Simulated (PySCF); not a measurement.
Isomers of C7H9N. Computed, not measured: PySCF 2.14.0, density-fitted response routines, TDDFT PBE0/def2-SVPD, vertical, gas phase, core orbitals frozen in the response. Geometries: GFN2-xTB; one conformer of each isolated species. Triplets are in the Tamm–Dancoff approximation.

A. `C[C@H]1CCC=C1C#N`
B. `CCC1=CC=CN=C1`
C. `CNc1ccccc1`

Lowest singlet levels (six at most, fewer where fewer were computed) with oscillator strengths:

1. 257 nm (f 0.004); 239 nm (f 0.000); 224 nm (f 0.051); 197 nm (f 0.079); 177 nm (f 0.013); 176 nm (f 0.029); T1 4.12 eV
2. 211 nm (f 0.290); 196 nm (f 0.004); 182 nm (f 0.001); 180 nm (f 0.002); 171 nm (f 0.003); 169 nm (f 0.011); T1 3.56 eV
3. 264 nm (f 0.040); 233 nm (f 0.004); 225 nm (f 0.214); 209 nm (f 0.008); 204 nm (f 0.004); 186 nm (f 0.152); T1 3.80 eV

Task: Match each spectrum to its molecule.

Result: 1 = B, 2 = A, 3 = C.
- A: S1 at 5.86 eV, HOMO→LUMO (93%); Löwdin shares by element: HOMO carbon 57% or more, nitrogen 14% (atoms not listed hold the other 29%); LUMO carbon 64% or more, nitrogen 16% (atoms not listed hold the other 19%); HOMO -7.55 and LUMO -1.22 eV.
- B: S1 at 4.83 eV, HOMO→LUMO (99%); Löwdin shares by element: HOMO nitrogen 58%, carbon 26% or more (atoms not listed hold the other 16%); LUMO carbon 48% or more, nitrogen 22% (atoms not listed hold the other 30%); HOMO -7.25 and LUMO -0.73 eV.
- C: S1 at 4.70 eV, HOMO→LUMO (92%); Löwdin shares by element: HOMO carbon 37% or more, nitrogen 29% (atoms not listed hold the other 34%); LUMO carbon 72% or more (atoms not listed hold the other 28%); HOMO -5.71 and LUMO -0.01 eV.
B and C have S1 within 0.13 eV of each other; their strongest listed levels stand at 6.29 eV (f 0.079) and 5.51 eV (f 0.214).
